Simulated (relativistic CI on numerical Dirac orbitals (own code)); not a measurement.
## Co3+: M2,3 absorption edge

Computed with this model: Dirac-Coulomb-Breit CI, separate exchange-only KLI orbitals for each configuration, model QED (radiative potential, 1s self-energy scaled to tabulated hydrogen-like ionisation energies), valence Slater integrals scaled by 0.8, multiplet model of core-to-valence dipole absorption; configurations [Ar] 3d6 → [Ne] 3s2 3p5 3d7; 300 K; Lorentzian 0.8 eV and Gaussian 0.3 eV FWHM. Energies are those of the free ion, without screening or charge transfer. The branching ratio is the share of the lower-energy edge in the whole absorption, uncertain by about 0.02 where the edges overlap. S is read from ⟨S²⟩ = S(S + 1).

Field parameters in Wybourne normalisation: Td as Oh with Dq negative (B⁴₀ = 21Dq, B⁴₄ = √(5/14) B⁴₀). The field is a parameter set, without covalency.

free ion: ground-state S = 2.00, centroid 65.35 eV. Peaks (eV, height): 61.8 (39), 65.8 (61), 67.0 (100).

Td, 10Dq = -1800 cm⁻¹: ground-state S = 2.00, centroid 65.45 eV. Peaks (eV, height): 62.1 (37), 66.9 (100).

Td, 10Dq = -4150 cm⁻¹: ground-state S = 2.00, centroid 65.53 eV. Peaks (eV, height): 62.4 (35), 66.9 (100).

Td, 10Dq = -6450 cm⁻¹: ground-state S = 2.00, centroid 65.58 eV. Peaks (eV, height): 62.7 (35), 67.0 (100).

Td, 10Dq = -8750 cm⁻¹: ground-state S = 2.00, centroid 65.63 eV. Peaks (eV, height): 62.9 (37), 67.1 (100).

Td, 10Dq = -11050 cm⁻¹: ground-state S = 2.00, centroid 65.67 eV. Peaks (eV, height): 63.2 (39), 67.3 (100).

Strongest unbroadened transitions for Td, 10Dq = -8750 cm⁻¹:

```
Energy (eV)  Relative strength
      62.57               17.2
      62.61               25.0
      62.89               21.9
      63.16               19.1
      66.30               24.5
      66.34               41.3
      66.38               24.6
      66.83               17.2
      67.01               32.0
      67.02               67.2
      67.06               24.7
      67.07               37.0
      67.13               98.6
      67.17               72.6
      67.18               40.3
      67.21              100.0
      67.22               26.6
      67.27               90.1
```
